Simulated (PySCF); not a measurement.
F2Ge, charge +1, multiplicity 2. Atoms are numbered in the order given.

```xyz
3

Ge     0.0000     0.0000     0.3174
F      0.0000     1.4444    -0.5643
F      0.0000    -1.4444    -0.5643
```
Charge +1, spin multiplicity 2.

Coordinates come from a B3LYP-D3(BJ)/def2-TZVP optimisation. The spin state was assumed, not searched. The isomer is the one that the SMILES or the coordinates give; other isomers of the formula were not compared.

All values below come from B3LYP/def2-TZVPD (PySCF).

Mulliken values depend strongly on the basis, most of all with diffuse functions as here. ESP charges are fitted to the potential on shells at 1.4 to 2.0 van der Waals radii. Atomic charges (e):

```tsv
atom	Mulliken	meta-Löwdin	ESP fit	Mulliken spin
Ge1	1.22	1.63	1.29	0.65
F2	-0.11	-0.31	-0.14	0.17
F3	-0.11	-0.31	-0.14	0.17
```
